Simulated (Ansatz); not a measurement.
`[F][Ge]1([F])[CH2][O]1`. Total charge 0; spin multiplicity 1.

Z-matrix (Å, degrees):
```
Ge
F 1 1.707
C 1 1.871 2 127.7
F 1 1.707 2 104.5 3 -176.6
O 1 1.782 2 115.8 3 54.8
H 3 1.089 1 120.1 2 -163.6
H 3 1.089 1 120.1 2 -12.2
```

Problem. List the harmonic frequencies (cm⁻¹, unscaled) at PBE0-D4/def2-TZVP in Ansatz. (Estimate.)

Solution. Computed: 175, 181, 208, 242, 576, 663, 740, 765, 776, 979, 1093, 1146, 1466, 3095, 3184.

Problem. Is this a minimum?

Solution. Yes, all 15 modes are real.

Problem. Give the ideal-gas thermochemistry at 298.15 K and 1 bar (rigid rotor, harmonic oscillator; point group Cs, symmetry number 1).

Solution. Zero-point energy 91.4 kJ/mol; H(298) − E = 109.0 kJ/mol; entropy 323.6 J/(mol·K), of which translation 170.5, rotation 109.8, vibration 43.3; G(298) − E = 12.5 kJ/mol.

Problem. Rotational constants (cm⁻¹)?

Solution. 0.1878, 0.1175, 0.08627.
